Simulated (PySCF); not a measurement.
SnHg: from constants to spectrum

PBEsol constants of SnHg, ³Σ⁻ (triplet), unpaired electrons π ↑↑ (basis Sn def2-SVP with ECP28, Hg def2-SVP with ECP60; scalar-relativistic core potentials; PySCF 2.14; masses 119.9022 and 201.9706 u):

| Property | Result |
| --- | --- |
| ωe | 112.0 cm⁻¹ |
| ωexe | 0.586 cm⁻¹ |
| Be | 0.028372 cm⁻¹ |
| αe | 0.000153 cm⁻¹ |
| D (centrifugal) | 7.29e-09 cm⁻¹ |
| De to Sn + Hg | 0.59 eV |

(1) Give the vibrational terms G(v) and spacings up to v = 6.

(2) How well does the Morse estimate ωe²/(4ωexe) reproduce De, and what is D0?

Spin–orbit coupling is left out, which matters for elements this heavy, above all for dissociation energies. The state is the lowest determinant that a PBE0 search found; another state may lie lower at other levels.

Answers

(1) G(v) = ωe(v+½) − ωexe(v+½)².

| v | G(v) (cm⁻¹) | G(v) − G(v−1) | Bv (cm⁻¹) |
| --- | --- | --- | --- |
| 0 | 55.9 |  | 0.02830 |
| 1 | 166.7 | 110.8 | 0.02814 |
| 2 | 276.3 | 109.7 | 0.02799 |
| 3 | 384.8 | 108.5 | 0.02784 |
| 4 | 492.1 | 107.3 | 0.02768 |
| 5 | 598.3 | 106.1 | 0.02753 |
| 6 | 703.2 | 105.0 | 0.02738 |

(2) It gives 0.66 eV, 112 % of the computed De. D0 = De − G(0) = 0.59 − 0.01 = 0.58 eV.
